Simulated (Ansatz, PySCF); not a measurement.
Gas-phase reaction in SMILES: [Cl][Ge][Cl] -> [Cl][Ge][Cl] as doublet, charge +1 + e-
Structures are relaxed separately at B3LYP-D3(BJ)/def2-TZVP in Ansatz (a first-principles code). A spin state is the lowest found, not a proven ground state.

Wanted: adiabatic ionisation energy (electronic energy difference), in eV. Cores are frozen in the correlated levels unless marked. Open shells are spin-unrestricted. Spin-orbit coupling is left out. Frozen are the shells of the preceding noble gas and the d and f shells that filled before the atom's block. Non-relativistic. CBS(X,Y): correlation extrapolated as X^-3; Hartree-Fock from the larger set. [CCSD(T)-MP2]/basis is that difference in the basis named.

| level | program | adiabatic ionisation energy (eV) |
|---|---|---|
| HF/def2-TZVPD | PySCF | 9.14 |
| PBE-D4/def2-TZVPD | Ansatz + dftd4 | 9.88 |
| revPBE/def2-TZVPD | Ansatz | 9.81 |
| r2SCAN-D3(BJ)/def2-TZVPD | Ansatz + dftd3 | 9.90 |
| r2SCAN-D4/def2-TZVPD | Ansatz + dftd4 | 9.90 |
| B3LYP-D4/def2-TZVPD | Ansatz + dftd4 | 10.09 |
| PW6B95-D3(BJ)/def2-TZVPD | PySCF + dftd3 | 10.01 |
| PW6B95/def2-TZVPD | PySCF | 10.01 |
| wB97M-V/def2-TZVPD | Ansatz | 10.04 |
| wB97X-V/def2-TZVPD | Ansatz | 10.05 |
| MP2/def2-TZVPPD | Ansatz | 9.88 |
| RI-MP2/CBS(def2-TZVPP,def2-QZVPP) | Ansatz | 10.02 |
| CCSD/def2-SVPD | Ansatz | 9.97 |
| RI-MP2/CBS(def2-TZVPPD,def2-QZVPPD)+[CCSD(T)-MP2]/def2-SVPD | Ansatz | 10.03 |
| RI-MP2/CBS(def2-TZVPPD,def2-QZVPPD)+[CCSD(T)-MP2]/def2-TZVPPD | Ansatz | 10.03 |
